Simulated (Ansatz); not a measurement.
Harmonic frequencies (cm⁻¹) at PBE0-D4/def2-TZVP from Ansatz: 126, 272, 384, 457, 524, 569, 710, 1992, 2708.

Each molecule was computed in one conformer, which needn't be the lowest.

Which molecule is it?
A. `C#[C][Al]([Cl])[Cl]`
B. `[OH][AlH2]`
C. `[SH][AlH][Br]`
D. `[F][AlH][SH]`

C.
